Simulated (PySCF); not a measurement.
C7H5O2Rh, singlet (GFN2-xTB optimised geometry):

```
15

Rh    -0.282    -0.267     0.000
C      0.801     0.051     1.916
C      0.838     1.295     1.238
C      1.492     1.068     0.000
C      2.019    -0.267     0.000
C      1.590    -0.894     1.178
H      0.476    -0.093     2.936
H      0.495     2.244     1.617
H      1.787     1.839    -0.698
H      2.719    -0.662    -0.721
H      1.898    -1.864     1.539
O     -2.719    -1.839     0.743
C     -1.776    -1.243     0.477
O     -1.492     0.076    -2.716
C     -1.009    -0.047    -1.683
```

Method: CAM-B3LYP/def2-TZVP, def2 effective core potentials past Kr (PySCF).

### Question
What are the frontier orbital energies and the dipole moment?

### Answer
HOMO-2 -9.27 eV, HOMO-1 -8.51 eV, HOMO -7.18 eV, LUMO -0.03 eV, LUMO+1 0.55 eV; dipole moment 3.06 D.

On the same geometry PySCF 2.14.0 with PBE/def2-TZVP, def2 effective core potentials past Kr gives HOMO-2 -6.71 eV, HOMO-1 -5.77 eV, HOMO -5.14 eV, LUMO -2.18 eV, LUMO+1 -1.37 eV; dipole moment 3.34 D.
